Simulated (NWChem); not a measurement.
Species: SrBrF; SMILES [F][Sr][Br]

This build's default masses of Se (78.918 u) and Br (79.917 u) are each other's, which moves their modes by up to 0.6 %. def2 effective core potentials on Sr; no spin-orbit coupling.

**Question.** Give the equilibrium geometry at PBE0/def2-SVP with def2 effective core potentials on Sr (NWChem) as an XYZ file, with the point group.

**Answer.** point group Cs; any orientation.
```
3

Sr    -0.0296     0.7904     0.0000
F     -1.4715     2.3272     0.0000
Br     0.3728    -1.9834     0.0000
```
